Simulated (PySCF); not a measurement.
## Computed properties of Te(Br)(NH2) (BrH2NTe), SMILES N[Te]Br

Te(Br)(NH2) (BrH2NTe), SMILES N[Te]Br. Geometry: B3LYP-D3(BJ)/def2-SVP. The def2 effective core potentials stand for the cores of Te; spin–orbit coupling is left out. One conformer was computed; it need not be the lowest. All values are computed for the isolated molecule unless a solvent is named; none is compared with measurement here.

**Structure.** The optimised structure has Cs symmetry. All 9 harmonic modes at B3LYP-D3(BJ)/def2-SVP (PySCF) are real, so it is a minimum. With heavy atoms numbered as in [Te:1]([Br:2])[NH2:3], the shortest bond between them is Te1–N3 at 2.015 Å and the longest Te1–Br2 at 2.582 Å.

**Vibrations.** The strongest infrared lines (harmonic, unscaled, degenerate partners summed) lie at 508 cm⁻¹ (213 km/mol, N 61 %, H 35 %), 702 cm⁻¹ (43 km/mol, H 54 %, N 39 %), 3625 cm⁻¹ (39 km/mol, H 91 %, N 9 %). The softest mode is at 137 cm⁻¹ and the zero-point energy is 16.6 kcal/mol.

**Electronic structure.** ωB97X/def2-TZVPD (PySCF) places the frontier levels at -8.65 and -0.57 eV, a gap of 8.08 eV, and gives a dipole moment of 1.99 D and a mean polarisability of 76.2 bohr³.

**Excitations.** TDA-ωB97X/def2-SVPD (PySCF) has S1 at 2.54 eV (488 nm, f = 0.000, dark); the most intense of the 10 singlets computed lies at 6.82 eV (f = 0.14). T1 (TDA) is at 1.84 eV, 0.70 eV under S1.
